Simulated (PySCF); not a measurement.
# Peak assignment

Geometry:
| atom | x (Å) | y (Å) | z (Å) |
| --- | --- | --- | --- |
| Cl1 | -3.656 | -0.868 | -0.496 |
| C2 | -2.073 | -0.269 | -0.183 |
| C3 | -0.975 | -1.048 | -0.498 |
| C4 | 0.265 | -0.482 | -0.210 |
| C5 | 1.631 | -0.874 | -0.343 |
| C6 | 2.357 | 0.163 | 0.141 |
| O7 | 1.589 | 1.185 | 0.573 |
| C8 | 0.307 | 0.810 | 0.368 |
| C9 | -0.869 | 1.493 | 0.638 |
| N10 | -2.031 | 0.941 | 0.358 |
| H11 | -1.077 | -2.027 | -0.938 |
| H12 | 2.002 | -1.795 | -0.741 |
| H13 | 3.418 | 0.294 | 0.232 |
| H14 | -0.890 | 2.479 | 1.077 |

- geometry from GFN2-xTB
- shieldings: GIAO PBE0/pcSseg-1
- program: PySCF 2.14.0 with density-fitted response routines
- non-relativistic, a single conformation, in vacuum

δ = σ(ref) − σ, references computed at the same level: 13C (σ = 186.93 ppm) and 1H (σ = 31.72 ppm) against TMS.

Q: Assign these signals to the numbered atoms. 13C{1H} NMR (computed): δ 156.7 (C), 154.9 (CH), 154.9 (C), 143.6 (C), 137.5 (CH), 120.5 (CH), 112.4 (CH).

A: 
```tsv
δ (ppm)	atoms	environment	reason
156.7	C8	ring-fusion aromatic carbon	–
154.9	C6	aromatic CH next to the ring oxygen	–
154.9	C2	aromatic carbon bearing chlorine	–
143.6	C4	ring-fusion aromatic carbon	–
137.5	C9	aromatic CH next to a ring nitrogen	–
120.5	C3	aromatic CH	–
112.4	C5	aromatic CH	–
```

C8 and C6; C6 and C2 lie closer than the usual error of such a calculation, so a measured spectrum could show them in the other order.

Q: Assign these signals to the numbered atoms. 1H NMR (500 MHz, computed): δ 8.90 (s, 1H), 7.83 (m, 1H), 7.80 (s, 1H), 7.02 (m, 1H).

A: 
8.90 → H14, hydrogen on an aromatic CH next to a ring nitrogen: ring current plus the neighbouring ring nitrogen
7.83 → H13, hydrogen on an aromatic CH next to the ring oxygen: ring-current deshielding
7.80 → H11, hydrogen on an aromatic CH: aromatic region
7.02 → H12, hydrogen on an aromatic CH

H13 and H11 lie closer than the usual error of such a calculation, so a measured spectrum could show them in the other order.

Carbons that carry Cl, above all several Cl atoms, come out too deshielded, partly because spin–orbit coupling is missing. Shifts are as computed. Against solution values, carbons near 30 ppm lie about +3 ppm off and those near 130 ppm about +5 ppm; carbons on Cl a further +6 ppm. Of 1211 compounds with measured shifts, 218 miss one by over three times the rms of a fit or turn the order of signals round; such compounds aren't used in these exercises. Multiplicities follow the n + 1 count of equivalent neighbours, as no J values were calculated; m marks all less simple cases, F and P coupling included.
